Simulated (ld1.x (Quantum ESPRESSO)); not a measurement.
**Ti (Z = 22), RRKJ: configuration errors across variants**

titanium, norm-conserving RRKJ (Kleinman–Bylander form), made with ld1.x (Quantum ESPRESSO) 7.5 (PBEsol, scalar-relativistic). Core [Ne] 3s2, reference 3p6 3d2 4s0 4p0 (charge +2). Waves: 3p (bound): rc 1.80 bohr; 3d (bound): rc 2.25 bohr; 4s (bound, empty): rc 2.05 bohr. Local part: the s channel. Core correction: none. rho0 = 0.01.

All-electron excitation energies from the reference (eV): (1) 3p6 3d2 4s2 4p0 -20.830; (2) 3p6 3d2 4s1 4p0 -13.471; (3) 3p6 3d1 4s0 4p0 26.896; (4) 3p6 3d2 4s1.5 4p0 -17.886; (5) 3p6 3d1 4s2 4p1 -16.133; (6) 3p6 3d3 4s0 4p0 -13.468; (7) 3p6 3d0 4s0 4p0 70.140.

7 further variants failed, have other tests or another functional or relativity, and are left out.

Errors AE − PS in meV (a dash: test not solved or not reliable):

| change | (1) | (2) | (3) | (4) | (5) | (6) | (7) | bound ghosts |
| --- | --- | --- | --- | --- | --- | --- | --- | --- |
| base | +61 | +22 | +150 | +41 | -524 | -41 | +1266 | none |
| wave 3p (bound): rc 1.80 bohr becomes 3p (bound): rc 1.24 bohr | +61 | +22 | +154 | +42 | -518 | -39 | +1291 | none |
| core correction a·sin(br)/r model core inside 1.94 bohr | +17 | +2.1 | +130 | +8.4 | -582 | -55 | +1176 | none |
| wave 3d (bound): rc 2.25 bohr becomes 3d (bound): rc 3.16 bohr | -113 | -59 | +1001 | -92 | -115 | +319 | +5377 | none |
| wave 4s (bound): rc 2.05 bohr becomes 4s (bound): rc 2.72 bohr | +37 | +15 | +146 | +27 | -702 | -55 | +1272 | none |

(1) Give the same row for: all radii scaled by about 0.91 (s 1.86, p 1.64, d 2.04 bohr).

Results:

(1) +93, +33, +39, +64, -452, -60, +635; bound ghosts: none.
